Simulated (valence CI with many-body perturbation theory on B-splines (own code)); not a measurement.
**Forbidden lines of Eu⁴⁰⁺**

Computed by configuration interaction combined with many-body perturbation theory (CI+MBPT): five valence electrons over a frozen Dirac-Fock core [Ar], a basis of 7 s, 7 p, 8 d, 6 f, 4 g, 1 h functions for each j, with the one-electron correlation potential Σ1 (screened to all orders), the two-electron term Σ2, the three-electron term Σ3, Breit, model QED; selected single and double excitations, second order for the rest, scaled by the run's own slope (own B-spline code, finite nucleus).

The last digits are not significant, and no measured levels were compared; by estimate large intervals hold to a few tenths of a per cent, small ones and those within an open d or f shell to about a per cent. Among the levels kept, up to 250 cm⁻¹ of a level comes from second order outside the variational space, and about a tenth of that is noise between levels of different J, which matters for small intervals. Only levels of the ground parity were solved; by the run's estimate the other parity begins above the list, which can be wrong where configurations are misplaced.

Lines 51 to 100 of 120 in falling wavelength, among levels below 1178200 cm⁻¹, chosen from the decays that carry over 1 % of a level's rate. Wavelengths and rates use the calculated energies. S is in atomic units (e²a₀⁴ for E2 and M2, e²a₀⁶ for E3), for M1 in squared Bohr magnetons. Weak lines are less certain than strong ones. Lines between different terms over intervals too small for the method are left out, as are lines whose strength nearly cancels.

Levels are named by their leading jj configuration (3d3/2^4 stands for four electrons in 3d with j = 3/2), which in mixed levels can hold well under half, so a name can repeat and another be missing. Letters in brackets count levels of one name in rising energy.

| λ vac (Å) | Upper | Lower | Type | A (s⁻¹) | S (a.u.) |
| --- | --- | --- | --- | --- | --- |
| 386.6 | (3d3/2^3 3d5/2^2) J=3/2 [b] | (3d3/2^3 3d5/2^2) J=5/2 [a] | M1 | 1.20e+04 | 1.03e-01 |
| 383.9 | (3d3/2^2 3d5/2^3) J=5/2 [c] | (3d3/2^3 3d5/2^2) J=7/2 [b] | M1 | 1.37e+05 | 1.72e+00 |
| 383.3 | (3d3/2^2 3d5/2^3) J=13/2 | (3d3/2^3 3d5/2^2) J=11/2 | M1 | 4.49e+04 | 1.31e+00 |
| 381.5 | (3d3/2^2 3d5/2^3) J=3/2 [c] | (3d3/2^2 3d5/2^3) J=5/2 [b] | M1 | 1.56e+04 | 1.29e-01 |
| 380.5 | (3d3/2^2 3d5/2^3) J=1/2 [a] | (3d3/2^3 3d5/2^2) J=3/2 [a] | M1 | 2.45e+05 | 1.00e+00 |
| 378.8 | (3d3/2^2 3d5/2^3) J=5/2 [a] | (3d3/2^3 3d5/2^2) J=5/2 [a] | M1 | 5.78e+05 | 6.99e+00 |
| 374.7 | (3d3/2^3 3d5/2^2) J=7/2 [a] | (3d3/2^4 3d5/2) J=5/2 | M1 | 1.29e+05 | 2.01e+00 |
| 371.4 | (3d3/2^2 3d5/2^3) J=5/2 [d] | (3d3/2^2 3d5/2^3) J=5/2 [b] | M1 | 7.34e+04 | 8.37e-01 |
| 367.2 | (3d3/2^2 3d5/2^3) J=3/2 [a] | (3d3/2^3 3d5/2^2) J=3/2 [a] | M1 | 3.13e+05 | 2.30e+00 |
| 364.6 | (3d3/2^2 3d5/2^3) J=3/2 [c] | (3d3/2^2 3d5/2^3) J=3/2 [a] | M1 | 5.15e+04 | 3.70e-01 |
| 362.9 | (3d3/2^3 3d5/2^2) J=3/2 [a] | (3d3/2^4 3d5/2) J=5/2 | M1 | 3.76e+05 | 2.67e+00 |
| 359.0 | (3d3/2 3d5/2^4) J=3/2 [a] | (3d3/2^2 3d5/2^3) J=5/2 [b] | M1 | 1.18e+05 | 8.08e-01 |
| 355.4 | (3d3/2^2 3d5/2^3) J=5/2 [d] | (3d3/2^2 3d5/2^3) J=3/2 [a] | M1 | 1.11e+04 | 1.11e-01 |
| 352.3 | (3d3/2^2 3d5/2^3) J=3/2 [c] | (3d3/2^2 3d5/2^3) J=1/2 [a] | M1 | 5.16e+04 | 3.34e-01 |
| 351.5 | (3d3/2^2 3d5/2^3) J=5/2 [b] | (3d3/2^3 3d5/2^2) J=3/2 [a] | M1 | 4.93e+04 | 4.76e-01 |
| 350.2 | (3d3/2 3d5/2^4) J=11/2 | (3d3/2^2 3d5/2^3) J=13/2 | M1 | 9.18e+04 | 1.75e+00 |
| 349.1 | (3d3/2^2 3d5/2^3) J=7/2 [b] | (3d3/2^3 3d5/2^2) J=5/2 [b] | M1 | 6.17e+03 | 7.79e-02 |
| 348.0 | (3d3/2^2 3d5/2^3) J=9/2 [b] | (3d3/2^3 3d5/2^2) J=9/2 | M1 | 2.67e+05 | 4.17e+00 |
| 344.0 | (3d3/2 3d5/2^4) J=3/2 [a] | (3d3/2^2 3d5/2^3) J=3/2 [a] | M1 | 3.39e+05 | 2.05e+00 |
| 341.3 | (3d3/2 3d5/2^4) J=7/2 [a] | (3d3/2^2 3d5/2^3) J=9/2 [a] | M1 | 2.76e+05 | 3.25e+00 |
| 341.1 | (3d3/2^2 3d5/2^3) J=5/2 [b] | (3d3/2^3 3d5/2^2) J=7/2 [a] | M1 | 1.09e+05 | 9.65e-01 |
| 336.5 | (3d3/2^2 3d5/2^3) J=5/2 [c] | (3d3/2^3 3d5/2^2) J=5/2 [b] | M1 | 6.23e+03 | 5.28e-02 |
| 334.9 | (3d3/2^2 3d5/2^3) J=3/2 [b] | (3d3/2^3 3d5/2^2) J=1/2 | M1 | 3.52e+04 | 1.96e-01 |
| 333.1 | (3d3/2 3d5/2^4) J=3/2 [a] | (3d3/2^2 3d5/2^3) J=1/2 [a] | M1 | 2.61e+05 | 1.43e+00 |
| 330.7 | (3d3/2^2 3d5/2^3) J=7/2 [c] | (3d3/2^3 3d5/2^2) J=7/2 [b] | M1 | 1.06e+05 | 1.14e+00 |
| 330.3 | (3d3/2 3d5/2^4) J=5/2 [a] | (3d3/2^2 3d5/2^3) J=5/2 [a] | M1 | 7.48e+05 | 5.99e+00 |
| 329.6 | (3d3/2^2 3d5/2^3) J=7/2 [b] | (3d3/2^3 3d5/2^2) J=9/2 | M1 | 7.25e+04 | 7.69e-01 |
| 326.9 | (3d3/2 3d5/2^4) J=11/2 | (3d3/2^2 3d5/2^3) J=9/2 [a] | M1 | 1.09e+05 | 1.69e+00 |
| 320.9 | (3d3/2^2 3d5/2^3) J=3/2 [b] | (3d3/2^3 3d5/2^2) J=5/2 [b] | M1 | 6.24e+04 | 3.06e-01 |
| 320.9 | (3d3/2^2 3d5/2^3) J=7/2 [a] | (3d3/2^3 3d5/2^2) J=5/2 [a] | M1 | 7.28e+04 | 7.13e-01 |
| 319.3 | (3d3/2 3d5/2^4) J=7/2 [a] | (3d3/2^2 3d5/2^3) J=7/2 [a] | M1 | 2.31e+05 | 2.24e+00 |
| 315.2 | (3d3/2^2 3d5/2^3) J=9/2 [b] | (3d3/2^3 3d5/2^2) J=11/2 | M1 | 9.67e+04 | 1.12e+00 |
| 312.7 | (3d3/2 3d5/2^4) J=11/2 | (3d3/2^2 3d5/2^3) J=11/2 | M1 | 3.83e+05 | 5.22e+00 |
| 308.1 | (3d3/2^3 3d5/2^2) J=5/2 [b] | (3d3/2^4 3d5/2) J=5/2 | M1 | 2.44e+03 | 1.59e-02 |
| 304.9 | (3d3/2^2 3d5/2^3) J=9/2 [b] | (3d3/2^3 3d5/2^2) J=7/2 [a] | M1 | 7.51e+04 | 7.89e-01 |
| 304.7 | (3d3/2^2 3d5/2^3) J=1/2 [b] | (3d3/2^3 3d5/2^2) J=1/2 | M1 | 1.36e+05 | 2.86e-01 |
| 302.0 | (3d3/2^2 3d5/2^3) J=5/2 [d] | (3d3/2^2 3d5/2^3) J=7/2 [a] | M1 | 2.11e+04 | 1.29e-01 |
| 294.9 | (3d3/2^2 3d5/2^3) J=7/2 [c] | (3d3/2^3 3d5/2^2) J=5/2 [b] | M1 | 5.40e+04 | 4.11e-01 |
| 290.6 | (3d3/2^2 3d5/2^3) J=7/2 [b] | (3d3/2^3 3d5/2^2) J=7/2 [a] | M1 | 6.06e+03 | 4.41e-02 |
| 288.8 | (3d3/2^2 3d5/2^3) J=5/2 [c] | (3d3/2^3 3d5/2^2) J=3/2 [a] | M1 | 8.00e+04 | 4.29e-01 |
| 281.8 | (3d3/2^2 3d5/2^3) J=5/2 [c] | (3d3/2^3 3d5/2^2) J=7/2 [a] | M1 | 1.81e+05 | 9.01e-01 |
| 280.8 | (3d3/2^2 3d5/2^3) J=7/2 [c] | (3d3/2^3 3d5/2^2) J=9/2 | M1 | 1.12e+05 | 7.35e-01 |
| 280.3 | (3d3/2^2 3d5/2^3) J=9/2 [c] | (3d3/2^3 3d5/2^2) J=7/2 [b] | M1 | 1.15e+05 | 9.37e-01 |
| 277.3 | (3d3/2^2 3d5/2^3) J=3/2 [b] | (3d3/2^3 3d5/2^2) J=3/2 [a] | M1 | 6.14e+04 | 1.94e-01 |
| 277.1 | (3d3/2 3d5/2^4) J=7/2 [a] | (3d3/2^2 3d5/2^3) J=5/2 [a] | M1 | 3.42e+04 | 2.16e-01 |
| 276.8 | (3d3/2^3 3d5/2^2) J=7/2 [b] | (3d3/2^4 3d5/2) J=5/2 | M1 | 1.41e+04 | 8.90e-02 |
| 276.7 | (3d3/2^2 3d5/2^3) J=3/2 [a] | (3d3/2^3 3d5/2^2) J=5/2 [a] | M1 | 2.29e+05 | 7.18e-01 |
| 269.0 | (3d3/2^2 3d5/2^3) J=3/2 [c] | (3d3/2^2 3d5/2^3) J=5/2 [a] | M1 | 2.32e+04 | 6.70e-02 |
| 265.2 | (3d3/2^2 3d5/2^3) J=3/2 [c] | (3d3/2^3 3d5/2^2) J=3/2 [b] | M1 | 5.25e+04 | 1.45e-01 |
| 263.9 | (3d3/2^2 3d5/2^3) J=5/2 [d] | (3d3/2^2 3d5/2^3) J=5/2 [a] | M1 | 6.38e+04 | 2.61e-01 |
